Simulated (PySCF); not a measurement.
# SMILES [C-]#[N+]c1ccco1, C5H3NO

Molfile (atoms numbered from 1):
```
C5H3NO
     RDKit          3D

 10 10  0  0  0  0  0  0  0  0999 V2000
    3.2944   -0.5735    0.0451 C   0  0  0  0  0  0  0  0  0  0  0  0
    2.1373   -0.3484    0.0331 N   0  0  0  0  0  0  0  0  0  0  0  0
    0.8148   -0.0665    0.0145 C   0  0  0  0  0  0  0  0  0  0  0  0
    0.1330    1.1023   -0.1884 C   0  0  0  0  0  0  0  0  0  0  0  0
   -1.2466    0.7554   -0.0875 C   0  0  0  0  0  0  0  0  0  0  0  0
   -1.2831   -0.5846    0.1664 C   0  0  0  0  0  0  0  0  0  0  0  0
   -0.0356   -1.0897    0.2296 O   0  0  0  0  0  0  0  0  0  0  0  0
    0.5745    2.0757   -0.3835 H   0  0  0  0  0  0  0  0  0  0  0  0
   -2.1018    1.4191   -0.1907 H   0  0  0  0  0  0  0  0  0  0  0  0
   -2.0922   -1.2930    0.3208 H   0  0  0  0  0  0  0  0  0  0  0  0
  1  2  3  0
  2  3  1  0
  3  4  2  0
  4  5  1  0
  5  6  2  0
  6  7  1  0
  7  3  1  0
  4  8  1  0
  5  9  1  0
  6 10  1  0
M  CHG  2   1  -1   2   1
M  END
```

Method: PySCF, quadratic response CAM-B3LYP/def2-TZVPD first hyperpolarisability, Taylor convention, gas phase. Geometry: PBE0-D3(BJ)/def2-SVP.

Q: Give the tensor of the second harmonic β(−2ω;ω,ω) at 1064 nm in the axes of these coordinates.

A: In au, Taylor convention; rows are the first index (the induced dipole):
|  | xx | yy | zz | xy | xz | yz |
| --- | --- | --- | --- | --- | --- | --- |
| x | -481.8 | +20.6 | +45.1 | +120.9 | -7.9 | +1.0 |
| y | +119.2 | -30.4 | -17.7 | +16.6 | +1.8 | -1.6 |
| z | -7.6 | -1.7 | +6.7 | +1.8 | +45.3 | -17.6 |

Norm of βᵢ = ⅓ Σⱼ (βᵢⱼⱼ + βⱼᵢⱼ + βⱼⱼᵢ): 424.8 au, hyper-Rayleigh value 202.0 au.
